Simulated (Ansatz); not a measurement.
Breaking the H–H spacing in H8 chain (multiplicity 1 held). Energies count from the point at 0.900 Å.
Geometry at that point (charge 0, multiplicity 1):
```xyz
8

H      0.000     0.000     0.000
H      0.000     0.000     0.900
H      0.000     0.000     1.800
H      0.000     0.000     2.700
H      0.000     0.000     3.600
H      0.000     0.000     4.500
H      0.000     0.000     5.400
H      0.000     0.000     6.300
```

U- levels take the lowest unrestricted solution at each point, which mixes spins at long bonds. Active spaces are followed from rest. Curves can end on different states.

Run with Ansatz (an electronic-structure program). Values without a source in brackets are computed.

Energies in eV.

```tsv
R (Å)	U-HF/cc-pVDZ	U-MP2/cc-pVDZ	U-SCS-MP2/cc-pVDZ	FIC-NEVPT4(SD) on CASSCF(8,8)/cc-pVDZ	FIC-MRCISD+Q on CASSCF(8,8)/cc-pVDZ
0.700	5.90	5.97	6.04	6.17	6.15
0.800	1.52	1.55	1.59	1.66	1.65
0.900	0.00	0.00	0.00	0.00	0.00
1.100	0.69	1.56	1.61	0.73	0.75
1.300	2.89	4.58	4.69	3.41	3.44
1.500	5.03	7.48	7.68	6.30	6.34
1.800	7.08	10.35	10.67	9.72	9.77
2.100	7.99	11.61	11.99	11.71	11.78
2.500	8.40	12.16	12.57	12.86	12.92
3.000	8.52	12.32	12.73	13.26	13.33
3.600	8.55	12.35	12.77	13.35	13.42
```

Doubts at one or more of the structures used: a spin-contaminated determinant (U-HF/cc-pVDZ, U-MP2/cc-pVDZ, U-SCS-MP2/cc-pVDZ).
